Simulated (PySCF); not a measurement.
**Assignment exercise: C₈H₁₀Si₂**

Numbering as in the mapped SMILES `[SiH3:1][C:2]#[C:3][SiH2:4][c:5]1[cH:6][cH:7][cH:8][cH:9][cH:10]1`; H(Xn) means a hydrogen on atom n.

Method: geometry from GFN2-xTB, GIAO PBE0/pcSseg-1 shieldings, in PySCF 2.14 (one conformer, gas phase, non-relativistic, averaged over atoms made equivalent by symmetry, fast rotation or ring inversion).

References, each an isolated molecule treated in the same way: TMS for ¹³C (σref 186.93) and ¹H (σref 31.72).

Problem. Assign these signals to the numbered atoms. ¹³C{¹H} NMR (computed): δ 140.8 (CH), 135.7 (CH), 134.6 (C), 133.3 (CH), 117.9 (C), 114.6 (C).

Solution. 
140.8 → C6/C10, aromatic CH
135.7 → C8, aromatic CH: the aromatic region
134.6 → C5, substituted aromatic carbon
133.3 → C7/C9, aromatic CH: the aromatic region
117.9 → C3, alkyne carbon
114.6 → C2, alkyne carbon

C8 and C5; C5 and C7/C9 lie closer than the usual error of such a calculation, so a measured spectrum could show them in the other order.

Problem. Assign these signals to the numbered atoms. ¹H NMR (400 MHz, computed): δ 7.99 (d, 2H), 7.70 (m, 1H), 7.70 (m, 2H), 5.11 (s, 2H), 4.33 (s, 3H).

Solution. 
7.99 → H(C6)/H(C10), hydrogen on an aromatic CH: ring-current deshielding
7.70 → H(C8), hydrogen on an aromatic CH
7.70 → H(C7)/H(C9), hydrogen on an aromatic CH
5.11 → H(Si4), hydrogen on a silicon bonded to 2 C
4.33 → H(Si1), hydrogen on a silicon bonded to C

H(C8) and H(C7)/H(C9) lie closer than the usual error of such a calculation, so a measured spectrum could show them in the other order.

Shifts are as computed. Against solution values, carbons near 30 ppm lie about +3 ppm off and those near 130 ppm about +5 ppm. Of 1309 compounds with measured shifts, 239 miss one by over three times the rms of a fit or turn the order of signals round; such compounds aren't used in these exercises. No couplings were computed; multiplicities are counted from neighbouring protons, with m where these are inequivalent, close in shift, in a saturated or five-membered ring or joined by F or P, and br s for small geminal =CH2 splittings.
